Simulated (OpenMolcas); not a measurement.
Cr3+ (d3) in a complex was computed by SS-CASPT2, IPEA 0.25 Eh, imaginary shift 0.1 Eh with the d shell active (OpenMolcas, ANO-RCC-VTZP on the metal). Its lowest spin-free states, and all those of the highest spin:

```
2S+1  Degeneracy  E (cm-1)
   4           3         0
   4           3      7480
   2           2      7810
   2           3     12630
   2           3     12740
   2           3     16230
   4           1     16570
   2           1     17210
   4           3     17420
   2           3     20570
   2           3     22110
   2           2     22400
```

Is the site octahedral, tetrahedral or cube-like, axial, or of lower symmetry?

The states with 2S+1 = 4 have orbital degeneracies 3, 3, 1, 3. Threefold states need a cubic site. For d3 at this spin an octahedron puts the single A2 below the threefold T2 and a tetrahedron or cube puts the threefold T1 below the threefold T2, so the site is a tetrahedron or a cube, which this pattern cannot tell apart. The run had Cr3+ with 4 ligands (fluoride) in tetrahedral coordination (Td) at 1.79 Å. A charge of +0.25 e stands 2.4 Å behind each ligand. Ligand basis ANO-RCC-VDZP.

Roots that are degenerate in the reference are averaged as groups; the widest CASPT2 spread within a group is 560 cm-1 (the 3-fold group of multiplicity 2 near 22100 cm-1 above the lowest state of its run). Shifts and gaps below about the spread of the groups concerned are not significant. An orbital triplet at a regular site is open to Jahn-Teller coupling, which can distort the site and quench the lowest spin-orbit gaps and is left out. Ligand-to-metal charge-transfer states are missing. These CASPT2 states fit no ligand-field parameters well, so their order and spin gaps are uncertain. With no ligand orbital active B as a rule stays too high, so bands that hang on it stand too high and its fall with covalency is understated. With one d shell and no ligand orbital active, 10Dq can be off by a tenth or more. No measured value stands beside these numbers; the geometry is a model, was not optimised and need not be the one that this ion takes.
